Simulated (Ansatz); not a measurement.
`[NH2][GaH][CH2][SiH3]` + `C[N]([SiH3])[InH2]` → `[SiH3][N]([SiH3])[InH2]` + `C[CH2][GaH][NH2]`  (redistribution)

Computed with Ansatz on PBE0-D4/def2-TZVP structures; ΔE is electronic, products minus reactants. CBS: MP2 limit from def2 TZ/QZ plus the TZ coupled-cluster correction, frozen cores. Functionals use def2-TZVPP. B3LYP here is the variant with VWN-RPA as its local correlation; programs differ in this. Elements past krypton have def2 core potentials. For Ga, In outer-core shells are correlated without core-valence functions, which leaves a few kJ/mol of doubt a bond. Scalar relativity is left out up to krypton. Each species was taken in one conformer, which may not be the lowest.

`[NH2][GaH][CH2][SiH3]`:

Z-matrix (Å, degrees):
```
C
Ga 1 1.968
Si 1 1.863 2 113.0
H 1 1.096 2 107.9 3 -119.9
H 1 1.093 2 109.6 3 123.3
N 2 1.816 1 116.4 3 55.9
H 2 1.562 1 126.4 3 -123.8
H 3 1.490 1 110.7 2 57.6
H 3 1.490 1 112.7 2 178.2
H 3 1.490 1 110.2 2 -61.4
H 6 1.006 2 124.0 1 -179.5
H 6 1.006 2 124.1 1 -2.2
```

`C[N]([SiH3])[InH2]`:

Z-matrix (Å, degrees):
```
C
N 1 1.457
H 1 1.098 2 111.9
H 1 1.094 2 111.5 3 119.9
H 1 1.098 2 111.9 3 -120.3
Si 2 1.718 1 116.6 3 59.9
In 2 2.039 1 120.2 3 -120.1
H 6 1.494 2 112.0 1 -59.7
H 6 1.487 2 108.2 1 -180.0
H 6 1.494 2 112.0 1 59.7
H 7 1.707 2 116.5 1 -179.9
H 7 1.715 2 111.2 1 0.1
```

`[SiH3][N]([SiH3])[InH2]`:

Cartesian coordinates in Å:
```
Si 1.162 1.205 -0.216
N -0.044 0.001 0.068
Si -0.309 -1.238 -1.105
In -1.163 0.045 1.800
H 1.210 2.138 0.943
H 2.513 0.599 -0.393
H 0.872 1.996 -1.447
H 0.925 -2.041 -1.344
H -0.725 -0.672 -2.421
H -1.381 -2.151 -0.624
H -0.752 1.336 2.840
H -2.308 -1.218 1.898
```

`C[CH2][GaH][NH2]`:

```xyz
12

C    -0.349   -0.736    1.342
C     0.764   -0.861    0.308
Ga    0.628    0.405   -1.197
N    -0.790    1.546   -1.187
H    -1.333   -0.906    0.898
H    -0.369    0.259    1.795
H    -0.233   -1.458    2.157
H     1.745   -0.720    0.775
H     0.791   -1.873   -0.110
H     1.607    0.546   -2.413
H    -0.967    2.234   -1.898
H    -1.494    1.564   -0.469
```

```tsv
level	ΔE (kJ/mol)	difference from CCSD(T)/CBS
BLYP-D4	-75.3	8.4
B97M-V	-78.6	5.1
r2SCANh-D4	-79.5	4.2
PBE	-70.5	13.2
revPBE	-70.2	13.5
B3LYP	-77.7	6.0
CAM-B3LYP	-79.3	4.4
CCSD(T)/def2-TZVPP	-80.9	2.8
HF/def2-QZVPP	-89.0	-5.3
MP2/CBS(def2)	-86.5	-2.8
CCSD(T)/CBS	-83.7	0
```

Largest T1 diagnostic among the species: 0.015.

At CCSD(T), def2-SVP lies +7.8 kJ/mol from the extrapolated value and def2-TZVPP +2.8 kJ/mol. From PBE to PBE0 (25 % exact exchange), in def2-TZVPP and without D4, ΔE moves by −4.8 kJ/mol. In def2-TZVPP, CCSD(T) changes the Hartree–Fock value by +7.2 kJ/mol (the triples alone add +1.4 kJ/mol) and MP2 by +4.4 kJ/mol.

CCSD(T)/CBS has its own doubt, a few kJ/mol and more with outer-core shells, so smaller differences from it don't rank the levels.
